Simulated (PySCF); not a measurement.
Computed shifts of a molecule C4H6ClF, B3LYP/pcSseg-1 (PySCF), GIAO, gas phase, atoms alike by connectivity averaged where their shifts nearly agree, in ppm (number of nuclei): ¹³C: 176.1 (1), 111.8 (1), 32.2 (1), 16.5 (1). ¹⁹F: -116.2 (1). ¹H: 5.51 (1), 2.63 (1), 2.15 (1), 1.50 (3). References: ¹³C against TMS (σ = 181.3 ppm); ¹⁹F against CFCl3 (σ = 161.7 ppm); ³⁵Cl against HCl (σ = 933.3 ppm); ¹H against TMS (σ = 31.68 ppm), references at their B3LYP-D3(BJ)/def2-TZVP geometries, non-relativistic (without spin–orbit terms, shifts of atoms bonded to Cl or Br come out too high). The structure is a stationary point at B3LYP-D3(BJ)/def2-SVP. One conformer was computed; it need not be the lowest.

Question: Which structure fits?
A) CC(C)=C(F)Cl
B) C/C(F)=C(\C)Cl
C) FC1(CCl)CC1
D) CC/C(F)=C/Cl

Answer: D, CC/C(F)=C/Cl
